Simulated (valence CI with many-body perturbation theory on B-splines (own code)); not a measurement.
**From CI to CI+MBPT in Xe XIV**

Calculated by configuration interaction combined with many-body perturbation theory (CI+MBPT): five valence electrons over a frozen Dirac-Fock core [Kr], radial functions for each j: 7 s, 7 p, 8 d, 6 f, 4 g, 1 h, with the one-electron correlation potential Σ1 (screened to all orders), the two-electron term Σ2, the three-electron term Σ3, Breit, model QED; selected single and double excitations, second order for the rest (own B-spline code, finite nucleus).

No measured spectrum was set against this ion. As an estimate, terms of the open shell hold to 2 to 4 % of their energy, and close levels can change places. Core correlation moves these levels by up to 12000 cm⁻¹, and in measured spectra 5 to 20 % of such shifts remained as error; rates that hang on mixing are uncertain with them. Among the levels kept, up to 320 cm⁻¹ of a level comes from second order outside the variational space, and about a tenth of that is noise between levels of different J, which matters for small intervals. Only levels of the ground parity were solved; by the run's estimate the other parity begins above the list, which can be wrong where configurations are misplaced.

Each rung adds one term. CI alone is the Dirac-Coulomb CI over the frozen core; QED comes last and gives the full result, which names the levels. Energies are above (4d3/2^3 4d5/2^2) J=5/2 [a] on the same rung, in cm⁻¹.

Levels are named by their leading jj configuration (3d3/2^4 stands for four electrons in 3d with j = 3/2), which in mixed levels can hold well under half, so a name can repeat and another be missing. Letters in brackets count levels of one name in rising energy.

| Level | CI alone |
| --- | --- |
| (4d3/2^4 4d5/2) J=5/2 | 39572 |
| (4d3/2^3 4d5/2^2) J=7/2 [a] | 48336 |
| (4d3/2^3 4d5/2^2) J=11/2 | 50529 |
| (4d3/2^3 4d5/2^2) J=3/2 | 49150 |
| (4d3/2^3 4d5/2^2) J=5/2 [b] | 50198 |
| (4d3/2^2 4d5/2^3) J=9/2 [a] | 51895 |
| (4d3/2^3 4d5/2^2) J=1/2 [a] | 54219 |
| (4d3/2^2 4d5/2^3) J=7/2 [a] | 61074 |
| (4d3/2^3 4d5/2^2) J=5/2 [c] | 64932 |
| (4d3/2^2 4d5/2^3) J=1/2 | 67688 |
| (4d3/2^2 4d5/2^3) J=11/2 | 72583 |
| (4d3/2^2 4d5/2^3) J=3/2 [a] | 69605 |
| (4d3/2^3 4d5/2^2) J=7/2 [b] | 75846 |
| (4d3/2^2 4d5/2^3) J=13/2 | 79014 |
| (4d3/2^2 4d5/2^3) J=9/2 [b] | 78131 |
| (4d3/2^2 4d5/2^3) J=3/2 [b] | 76338 |

(1) What do these energies become with core correlation, Breit and QED?

(2) How does the ionisation energy move along the ladder, and which term matters most?

## Answers

(1) (4d3/2^4 4d5/2) J=5/2 34885 (-4687); (4d3/2^3 4d5/2^2) J=7/2 [a] 43031 (-5305); (4d3/2^3 4d5/2^2) J=11/2 44624 (-5905); (4d3/2^3 4d5/2^2) J=3/2 45331 (-3819); (4d3/2^3 4d5/2^2) J=5/2 [b] 45878 (-4321); (4d3/2^2 4d5/2^3) J=9/2 [a] 46293 (-5601); (4d3/2^3 4d5/2^2) J=1/2 [a] 50972 (-3247); (4d3/2^2 4d5/2^3) J=7/2 [a] 55721 (-5354); (4d3/2^3 4d5/2^2) J=5/2 [c] 60512 (-4421); (4d3/2^2 4d5/2^3) J=1/2 63456 (-4232); (4d3/2^2 4d5/2^3) J=11/2 64253 (-8330); (4d3/2^2 4d5/2^3) J=3/2 [a] 66051 (-3554); (4d3/2^3 4d5/2^2) J=7/2 [b] 68774 (-7072); (4d3/2^2 4d5/2^3) J=13/2 69936 (-9078); (4d3/2^2 4d5/2^3) J=9/2 [b] 70885 (-7246); (4d3/2^2 4d5/2^3) J=3/2 [b] 71820 (-4518).

(2) CI alone 310.51, + Σ1 312.47, + Σ2 314.61, + Σ3 314.62, + Breit 314.67, + QED 314.68 eV. The largest step is Σ2, 2.14 eV, with Σ1 about as large (1.96). NIST lists 314 ± 3 eV (theoretical).
